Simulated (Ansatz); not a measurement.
Stepwise reaction of `C[SiH](C)[SiH3]` with water, as a gas-phase model of exchange steps in deposition or etching. ΔE in kJ/mol; ΔG adds harmonic PBE0-D4 terms to CCSD(T)/CBS, at 1 bar.

Gas-phase electronic energies from Ansatz, PBE0-D4/def2-TZVP geometries. CCSD(T)/CBS is the MP2 limit (def2-TZVPP, def2-QZVPP) plus CCSD(T) − MP2 in def2-TZVPP, frozen cores. This one scheme is used for every species. Functionals use def2-TZVPP. B3LYP here is the variant with VWN-RPA as its local correlation; programs differ in this. Each species was taken in one conformer, which may not be the lowest.

| step | reaction | PBE-D4 | B3LYP-D4 | ωB97M-V | CCSD(T)/CBS | ΔG(500 K) |
| --- | --- | --- | --- | --- | --- | --- |
| 1 | `C[SiH](C)[SiH3]` + H₂O → `C[SiH](O)[SiH3]` + CH₄ | -84.1 | -96.4 | -92.9 | -89.8 | -84.9 |
| 2 | `C[SiH](O)[SiH3]` + H₂O → `O[SiH](O)[SiH3]` + CH₄ | -104.0 | -114.3 | -111.6 | -108.2 | -97.9 |

By hand: ΔE of the 2 steps together at CCSD(T)/CBS.

(-89.8) + (-108.2) = -198.0 kJ/mol, or -99.0 kJ/mol a step.

In ΔE each step is lower than the one before. All are downhill at CCSD(T)/CBS. ΔG lies between -97.9 and -84.9 kJ/mol a step. PBE-D4 differs from CCSD(T)/CBS by 4.2 to 5.7 kJ/mol a step. Only this route is followed, and other bonds may react first. Isolated molecules leave out the surface, adducts and barriers. Largest T1 diagnostic: 0.013.
